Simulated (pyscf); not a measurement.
**H₂N–B(OH)–OH (SMILES NB(O)O), singlet**

Gas-phase minimum from PySCF at ωB97X-D3(BJ)/def2-SVP, one conformer. 

SMILES: NB(O)O
```xyz
8

N     -0.1891     0.6965     0.3985
B     -0.9252    -0.0423    -0.5655
O     -0.5695    -1.3076    -0.9942
O     -2.0543     0.5249    -1.1068
H      0.6501     0.3747     0.8579
H     -0.4886     1.6197     0.6812
H      0.2279    -1.6476    -0.5799
H     -2.4610    -0.0709    -1.7443
```
Charge 0, spin multiplicity 1.

Bond lengths (Å): N1–B2 1.420, N1–H5 1.009, N1–H6 1.011, B2–O3 1.382, B2–O4 1.375, O3–H7 0.961, O4–H8 0.963. Bond angles (°): B2–N1–H5 125.0, B2–N1–H6 120.8, H5–N1–H6 114.2, N1–B2–O3 123.6, N1–B2–O4 118.6, O3–B2–O4 117.8, B2–O3–H7 113.8, B2–O4–H8 110.6.

Properties at ωB97X-D3(BJ)/def2-SVP:

```json
{
 "harmonic_wavenumbers_unscaled": "227, 361, 392, 446, 471, 523, 663, 864, 888, 1004, 1033, 1447, 1464, 1610, 3666, 3771, 3930, 3950 cm⁻¹",
 "zero_point_energy": "38.2 kcal/mol",
 "rotational_symmetry_number": "1",
 "Entropy of this conformer at 298 K and 1 atm, rigid rotor and harmonic oscillator, modes under 100 cm⁻¹ raised to 100": "290.3 J/(mol K)",
 "dipole_moment": "2.07 D"
}
```

Single-point totals, which compare only within one level (frozen core for MP2 and CC):

```
level                   total energy (hartree)
----------------------  ----------------------
ωB97X-D3(BJ)/def2-TZVP              -232.77106
PBE/def2-TZVP                       -232.44193
r²SCAN/def2-TZVP                    -232.59035
B3LYP-D3(BJ)/def2-TZVP              -232.72634
PBE0-D3(BJ)/def2-TZVP               -232.45499
M06-2X/def2-TZVP                    -232.62550
ωB97M-D3(BJ)/def2-TZVP              -232.77058
HF/def2-TZVPP                       -231.45452
MP2/def2-TZVPP                      -232.24512
CCSD/def2-TZVPP                     -232.26051
CCSD(T)/def2-TZVPP                  -232.28930
```

The CCSD(T) − MP2 part came from Ansatz, without density fitting, on the same reference.
